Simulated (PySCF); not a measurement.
C₂H₂F, SMILES [C](=C)F, multiplicity 2. The structure is a stationary point at PBE-D3(BJ)/def2-TZVP. The isomer is the one that the SMILES or the coordinates give; other isomers of the formula were not compared.

Level of theory: PBE-D3(BJ)/def2-TZVP (PySCF).

Harmonic wavenumbers (cm⁻¹): 438, 598, 775, 913, 1122, 1340, 1665, 3047, 3179. Rotational constants (GHz): 114.0, 10.12, 9.299; symmetry number 1.

Question: Work out the zero-point energy and the ideal-gas rigid-rotor harmonic-oscillator thermochemistry at 298.15 K and 1 atm.

Answer: ZPE = ½ Σ hcν = ½ × 13076 cm⁻¹ = 18.69 kcal/mol. H − E(el) = 21.44 kcal/mol. Entropy in cal/(mol K): translation 37.34, rotation 20.93, vibration 1.73, spin 1.38, total 61.38. G − E(el) = 3.14 kcal/mol. Cp = 11.98 cal/(mol K).
